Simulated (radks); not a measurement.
The numbers below are computed, except where a source is named.
Isoelectronic series with 24 electrons, all held in the configuration [Ar] 3d5 4s1, which need not be the ground one along the series. Level of theory: Dirac Kohn-Sham, PBEsol, spin-unpolarised, spherical densities, finite nucleus; open shells fill j = l - 1/2 first; Fermi nuclear charge, rms radius of each element as measured or else 0.836 A^(1/3) + 0.57 fm (a radial shooting solver on a logarithmic mesh with Libxc functionals). Total energies (hartree) and orbital eigenvalues (eV):

| ion | E (hartree) | 3d5/2 | 3d3/2 |
|---|---|---|---|
| Cr | -1049.47105 | -2.8713 | -2.9486 |
| Co3+ | -1389.12016 | -52.7166 | -52.9574 |
| Zn6+ | -1780.86943 | -136.8183 | -137.3532 |
| As9+ | -2224.90201 | -250.3824 | -251.3966 |
| Kr12+ | -2721.69626 | -392.2357 | -393.9773 |
| Mo18+ | -3876.14338 | -759.1146 | -763.3518 |
| Rh21+ | -4535.35250 | -983.7531 | -989.9296 |
| Cd24+ | -5250.42855 | -1235.728 | -1244.434 |
| Sb27+ | -6022.42134 | -1514.990 | -1526.927 |
| Xe30+ | -6852.49254 | -1821.513 | -1837.500 |
| La33+ | -7741.9456 | -2155.284 | -2176.271 |
| Nd36+ | -8692.2219 | -2516.304 | -2543.380 |
| Eu39+ | -9704.8845 | -2904.581 | -2938.987 |
| Dy42+ | -10781.7564 | -3320.129 | -3363.269 |
| Tm45+ | -11924.8478 | -3762.969 | -3816.418 |
| Hf48+ | -13136.2651 | -4233.127 | -4298.648 |
| Re51+ | -14418.5909 | -4730.631 | -4810.183 |
| Pt54+ | -15774.5003 | -5255.513 | -5351.267 |
